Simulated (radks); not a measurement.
Values are calculated unless marked as measured or tabulated.
Question: The mean radii <r> (bohr) of the occupied orbitals of an atom or ion are listed with their occupations. Code: a radial shooting solver on a logarithmic mesh with Libxc functionals. Model: Dirac Kohn-Sham, PBE, spin-unpolarised, spherical densities, finite nucleus; Fermi nuclear charge, rms radius of each element as measured or else 0.836 A^(1/3) + 0.57 fm.

| orbital | occ. | <r> |
|---|---|---|
| 1s1/2 | 2 | 0.02722 |
| 2s1/2 | 2 | 0.1168 |
| 2p1/2 | 2 | 0.09846 |
| 2p3/2 | 4 | 0.1041 |
| 3s1/2 | 2 | 0.3138 |
| 3p1/2 | 2 | 0.3040 |
| 3p3/2 | 4 | 0.3155 |
| 3d3/2 | 4 | 0.2865 |
| 3d5/2 | 6 | 0.2901 |
| 4s1/2 | 2 | 0.7400 |
| 4p1/2 | 2 | 0.7727 |
| 4p3/2 | 4 | 0.8009 |
| 4d3/2 | 4 | 0.9139 |
| 4d5/2 | 6 | 0.9253 |
| 5s1/2 | 2 | 1.924 |
| 5p1/2 | 2 | 2.263 |
| 5p3/2 | 2 | 2.359 |

Name the element and its charge. Open shells, if any, fill j = l - 1/2 first.

Answer: Z = 53, iodine, charge +1: I+ in [Kr] 4d10 5s2 5p4. The 1s radius gives Z: for a bare nucleus <r> = (2 gamma + 1)/(2Z) with gamma = sqrt(1 - (Z/c)^2), 0.02683 bohr for Z = 53, and screening makes it slightly larger (0.02722 here). The occupations add up to 52, and the charge is Z minus that.
